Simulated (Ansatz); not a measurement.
C$_{2}$H$_{5}$ClF$_{2}$Si (`FC[SiH](F)CCl`). The species carries charge 0 and has multiplicity 1. All single points use the PBE0-D4/def2-TZVP geometry. It is one conformer, not always the lowest.

```xyz
11

F    -1.785    0.750    0.979
C    -1.368   -0.509    0.556
Si    0.000   -0.332   -0.722
F    -0.610    0.316   -2.053
C     1.333    0.809   -0.073
Cl    2.074   -0.034    1.318
H    -2.234   -1.038    0.144
H    -1.016   -1.068    1.430
H     0.561   -1.661   -1.062
H     0.928    1.756    0.285
H     2.118    1.010   -0.802
```

**Question.** What is the dipole moment at ωB97M-V/def2-TZVPP? (Best estimate.)

**Answer.** The calculation gave: 1.03 D, with components (0.38, -0.88, -0.39) D in this frame, pointing from negative to positive charge.

**Question.** And with PBE, r2SCAN, B3LYP? (Best estimate.)

**Answer.** Computed: PBE 0.88 D, r2SCAN 0.94 D, B3LYP 1.05 D.

**Question.** Give the Mulliken charges with ωB97M-V, B3LYP, r2SCAN in def2-TZVPP. (Estimate.)

**Answer.** Computed: 
```json
{"atom": "F1", "ωB97M-V": "-0.24", "B3LYP": "-0.25", "r2SCAN": "-0.25"}
{"atom": "C2", "ωB97M-V": "-0.09", "B3LYP": "-0.04", "r2SCAN": "0.03"}
{"atom": "Si3", "ωB97M-V": "0.53", "B3LYP": "0.58", "r2SCAN": "0.57"}
{"atom": "F4", "ωB97M-V": "-0.31", "B3LYP": "-0.33", "r2SCAN": "-0.32"}
{"atom": "C5", "ωB97M-V": "-0.29", "B3LYP": "-0.21", "r2SCAN": "-0.13"}
{"atom": "Cl6", "ωB97M-V": "-0.12", "B3LYP": "-0.16", "r2SCAN": "-0.17"}
{"atom": "H7", "ωB97M-V": "0.11", "B3LYP": "0.10", "r2SCAN": "0.07"}
{"atom": "H8", "ωB97M-V": "0.12", "B3LYP": "0.11", "r2SCAN": "0.08"}
{"atom": "H9", "ωB97M-V": "-0.03", "B3LYP": "-0.09", "r2SCAN": "-0.08"}
{"atom": "H10", "ωB97M-V": "0.16", "B3LYP": "0.15", "r2SCAN": "0.11"}
{"atom": "H11", "ωB97M-V": "0.15", "B3LYP": "0.14", "r2SCAN": "0.10"}
```

B3LYP here is the variant with VWN-RPA as its local correlation; programs differ in this.
